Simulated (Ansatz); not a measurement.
Start from `[NH2][Ti]([OH])([Cl])[Cl]` and change one atom or group to get `[OH][Ti]([OH])([Cl])[Cl]`.

Ansatz, PBE0-D4/def2-TZVP geometries, multiplicity 1. Each molecule was computed in one conformer, which needn't be the lowest.

Scalar relativity is left out up to krypton.

| property | `[NH2][Ti]([OH])([Cl])[Cl]` |
| --- | --- |
| HOMO energy (B3LYP/def2-TZVPP) / eV | -7.85 |
| ideal-gas entropy at 298 K and 1 bar (rigid rotor, harmonic PBE0-D4/def2-TZVP) / J/(mol·K) | 388 |
| size of the dipole moment (B3LYP/def2-TZVPP) / D | 2.91 |
| LUMO energy (ωB97M-V/def2-TZVPP) / eV | -0.31 |
| HOMO energy (ωB97M-V/def2-TZVPP) / eV | -10.36 |
| HOMO–LUMO gap (PBE/def2-TZVPP) / eV | 3.26 |

Q: What does the change do to each property? (Best estimate.)

A: The calculation gave: 
```json
{"property": "HOMO energy (B3LYP/def2-TZVPP) / eV", "`[OH][Ti]([OH])([Cl])[Cl]`": "-8.67", "shift": "-0.82"}
{"property": "ideal-gas entropy at 298 K and 1 bar (rigid rotor, harmonic PBE0-D4/def2-TZVP) / J/(mol·K)", "`[OH][Ti]([OH])([Cl])[Cl]`": "382", "shift": "-6"}
{"property": "size of the dipole moment (B3LYP/def2-TZVPP) / D", "`[OH][Ti]([OH])([Cl])[Cl]`": "3.21", "shift": "0.30"}
{"property": "LUMO energy (ωB97M-V/def2-TZVPP) / eV", "`[OH][Ti]([OH])([Cl])[Cl]`": "-0.52", "shift": "-0.21"}
{"property": "HOMO energy (ωB97M-V/def2-TZVPP) / eV", "`[OH][Ti]([OH])([Cl])[Cl]`": "-11.14", "shift": "-0.78"}
{"property": "HOMO–LUMO gap (PBE/def2-TZVPP) / eV", "`[OH][Ti]([OH])([Cl])[Cl]`": "3.93", "shift": "0.67"}
```

With PBE0 the HOMO falls by 0.84 eV and the LUMO falls by 0.19 eV, so the gap widens by about 0.65 eV. PBE moves the HOMO by -0.81 eV and ωB97M-V by -0.78 eV. The zero-point energy changes by -31.7 kJ/mol with -3 modes. Dipoles are sizes alone; their direction can turn.

B3LYP here is the variant with VWN-RPA as its local correlation; programs differ in this.
